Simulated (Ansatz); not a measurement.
Species: C2H2F3, charge 0, multiplicity 2. It need not be the lowest isomer of its formula. SMILES: F[C](CF)F
Structure (B3LYP-D3(BJ)/def2-TZVP (Ansatz, an electronic-structure program) minimum search):
```
C
F 1 1.3819
H 1 1.0904 2 109.51
H 1 1.0974 3 109.86 2 -118.50
C 1 1.4963 3 109.09 4 -121.29
F 5 1.3303 1 115.84 3 174.48
F 5 1.3350 6 110.51 1 131.44
```
Charge 0, spin multiplicity 2.

Computed values are from Ansatz. Correlated levels leave the core frozen unless marked. UHF or UKS for open shells. No spin-orbit coupling. No relativistic terms. Basis-set limits of correlation are two-point, X^-3; Hartree-Fock from the larger set (for Q and 5 zeta extrapolated as (X+1)exp(-9√X)).

```json
{
 "atomisation energy De": "630.9 kcal/mol at CCSD(T)/CBS(cc-pVQZ,cc-pV5Z)",
 "total_energy": "-376.5933 Eh at CCSD(T)/CBS(cc-pVQZ,cc-pV5Z)",
 "dipole_moment": "1.74 D at CCSD(T)/aug-cc-pVDZ",
 "T1 diagnostic": "0.014 at CCSD/cc-pV5Z"
}
```
